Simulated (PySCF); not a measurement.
Species: BBrH5N.
Atom-mapped SMILES: `[NH3+:1][BH2-:2][Br:3]` (hydrogens: H4, H5, H6 on N1; H7, H8 on B2)

Geometry (PBE0-D3(BJ)/def2-SVP, Å), atoms numbered from 1 in this order:
```xyz
8
BBrH5N angstrom
N     -0.7598    0.5983    0.3078
B      0.7225   -0.0145    0.0961
Br     1.9365    1.4219    0.8368
H     -0.9279    0.7848    1.2989
H     -1.4824   -0.0396   -0.0335
H     -0.8481    1.4891   -0.1862
H      0.7806   -1.0319    0.7571
H      0.8777   -0.1540   -1.1005
```

Computed with EOM-IP-CCSD/aug-cc-pVDZ in PySCF, restricted Hartree–Fock reference, frozen core, non-relativistic, gas phase, PBE0-D3(BJ)/def2-SVP geometry.

Hartree–Fock orbital energies give these Koopmans values (eV): HOMO 9.85, HOMO-1 10.25, HOMO-2 11.80, HOMO-3 12.94, HOMO-4 14.89, HOMO-5 19.83, HOMO-6 20.35, HOMO-7 20.45.

Q: What vertical ionisation energies does EOM-IP-CCSD give?

A: 
```json
{"leading hole (HF orbital)": "HOMO", "Koopmans (eV)": "9.85", "EOM-IP-CCSD (eV)": "9.31", "change (eV)": "-0.54", "one-hole share": "0.96"}
{"leading hole (HF orbital)": "HOMO-1", "Koopmans (eV)": "10.25", "EOM-IP-CCSD (eV)": "9.71", "change (eV)": "-0.54", "one-hole share": "0.96"}
{"leading hole (HF orbital)": "HOMO-2", "Koopmans (eV)": "11.80", "EOM-IP-CCSD (eV)": "11.25", "change (eV)": "-0.55", "one-hole share": "0.96"}
{"leading hole (HF orbital)": "HOMO-3", "Koopmans (eV)": "12.94", "EOM-IP-CCSD (eV)": "12.05", "change (eV)": "-0.89", "one-hole share": "0.95"}
{"leading hole (HF orbital)": "HOMO-4", "Koopmans (eV)": "14.89", "EOM-IP-CCSD (eV)": "13.68", "change (eV)": "-1.21", "one-hole share": "0.94"}
{"leading hole (HF orbital)": "HOMO-5", "Koopmans (eV)": "19.83", "EOM-IP-CCSD (eV)": "17.91", "change (eV)": "-1.92", "one-hole share": "0.91"}
{"leading hole (HF orbital)": "HOMO-6", "Koopmans (eV)": "20.35", "EOM-IP-CCSD (eV)": "19.09", "change (eV)": "-1.26", "one-hole share": "0.95"}
{"leading hole (HF orbital)": "HOMO-7", "Koopmans (eV)": "20.45", "EOM-IP-CCSD (eV)": "19.18", "change (eV)": "-1.27", "one-hole share": "0.95"}
```

Q: Does the order of the lines follow the orbital energies?

A: Yes, no two lines change places. The corrections run from -1.92 to -0.54 eV, with a mean of -1.02 eV over the 8 lines; no line lies above its Koopmans value. Koopmans values leave out both the relaxation of the orbitals and the change in correlation energy.

Q: At what kinetic energies would He II light (40.81 eV) eject these electrons?

A: 31.50 eV (HOMO), 31.10 eV (HOMO-1), 29.56 eV (HOMO-2), 28.76 eV (HOMO-3), 27.13 eV (HOMO-4), 22.90 eV (HOMO-5), 21.72 eV (HOMO-6), 21.63 eV (HOMO-7).

Lines less than 0.15 eV apart could change places at a higher level. One root was sought for each valence orbital with −ε under 21 eV, eight at most, so deeper holes and satellites are missing; no vibrational structure.
